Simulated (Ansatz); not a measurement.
Program: Ansatz. Geometries: PBE0-D4/def2-TZVP. ΔE: electronic, gas phase. CCSD(T)/CBS is the MP2 limit (def2-TZVPP, def2-QZVPP) plus CCSD(T) − MP2 in def2-TZVPP, frozen cores. DFT in def2-TZVPP. For Zn outer-core shells are correlated without core-valence functions, which leaves a few kJ/mol of doubt a bond. Scalar relativity is left out up to krypton. Each species was taken in one conformer, which may not be the lowest.

Reaction (redistribution): `[SiH3]NC=S` + `C[CH](C)[Zn][F]` → `C[SiH2]NC=S` + `C[CH2][Zn][F]`

`[SiH3]NC=S`:

Z-matrix (Å, degrees):
```
Si
N 1 1.753
H 1 1.480 2 105.9
H 1 1.483 2 109.9 3 120.0
H 1 1.483 2 109.9 3 -120.1
C 2 1.348 1 126.4 3 0.0
H 2 1.014 1 120.9 3 -180.0
S 6 1.628 2 126.1 1 180.0
H 6 1.093 2 113.0 1 -0.0
```

`C[CH](C)[Zn][F]`:

```xyz
12

C    -0.565   -1.255   -0.220
C     0.413   -0.102   -0.015
C     0.002    1.122   -0.826
Zn    0.663    0.317    1.864
F     0.892    0.696    3.566
H    -0.255   -2.165    0.299
H    -1.570   -1.003    0.128
H    -0.649   -1.499   -1.287
H     1.402   -0.426   -0.360
H     0.723    1.939   -0.748
H    -0.971    1.511   -0.513
H    -0.086    0.865   -1.889
```

`C[SiH2]NC=S`:

Z-matrix (Å, degrees):
```
C
Si 1 1.857
H 1 1.090 2 111.0
H 1 1.094 2 109.4 3 -120.1
H 1 1.092 2 110.7 3 121.0
N 2 1.776 1 113.5 3 -68.5
H 2 1.490 1 110.0 3 179.2
H 2 1.481 1 113.3 3 56.7
C 6 1.339 2 123.2 1 69.5
H 6 1.010 2 120.3 1 -113.6
S 9 1.634 6 124.5 2 -2.0
H 9 1.093 6 114.6 2 177.6
```

`C[CH2][Zn][F]`:

Cartesian coordinates in Å:
```
C -0.764 0.061 0.862
C 0.602 0.117 0.183
Zn 0.595 -0.246 -1.711
F 0.593 -0.575 -3.436
H -1.229 -0.924 0.768
H -0.681 0.276 1.932
H -1.462 0.788 0.441
H 1.058 1.102 0.319
H 1.289 -0.600 0.644
```

```tsv
level	ΔE (kJ/mol)
ωB97M-V	-68.7
HF/def2-TZVPP	-58.4
HF/def2-QZVPP	-58.5
SCS-MP2/def2-QZVPP	-62.1
```

(1) What does CCSD(T)/CBS give? (Estimate.)

Largest T1 diagnostic among the species: 0.017.

Answers

(1) The calculation gave: -65.3 kJ/mol. The listed levels differ from it by -3.4, 6.9, 6.8, 3.2 kJ/mol.

The D4 term adds −3.6 kJ/mol with B3LYP and −2.0 kJ/mol with PBE0; it sums over pairs of atoms, weighted by their polarisabilities, and B3LYP, whose exchange is more repulsive, gets the larger term. In def2-TZVPP, CCSD(T) changes the Hartree–Fock value by −4.3 kJ/mol (the triples alone add −0.6 kJ/mol) and MP2 by −6.1 kJ/mol.

B3LYP here is the variant with VWN-RPA as its local correlation; programs differ in this.
